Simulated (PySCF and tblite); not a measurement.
Results of a calculation; reference values are marked as such.
System: C2H6GeO2, numbered as in [CH3:1][C:2](=[O:3])[O:4][GeH3:5].

For the shift of Ge5 from O4 to O3: electronic barrier 15.00 kcal/mol, zero-point change -0.72 kcal/mol, thermal and entropy terms at 350 K a further -0.08 kcal/mol (symmetry numbers apart). The minimum is Cs, the saddle Cs. The path came from a restrained scan, a climbing-image band and a saddle search at GFN2-xTB; energies are BHandHLYP/pcSseg-1 + D3(BJ)//B3LYP-D3(BJ)/def2-SVP, thermal terms GFN2-xTB. Rate constants are transition-state-theory values, counting equivalent paths, without tunnelling. (PySCF 2.14 with density fitting, tblite 0.8.)

Question: How many equivalent paths lead out of the minimum?

Answer: 2: the symmetry number of the minimum is 1, that of the saddle displaced along its mode 1, and the displaced saddle is chiral while the minimum is not, which doubles the count.

Question: Work out the rate at 350 K.

Answer: ΔG‡ = 14.20 kcal/mol; k_B T/h = 7.3×10¹² s⁻¹; exp(−ΔG‡/RT) = 1.4×10⁻⁹; times 2 gives k = 2×10⁴ s⁻¹. Wigner's tunnelling factor for the 276i cm⁻¹ mode would be 1.05.

Spin–orbit effects of heavy atoms on shieldings are missing.
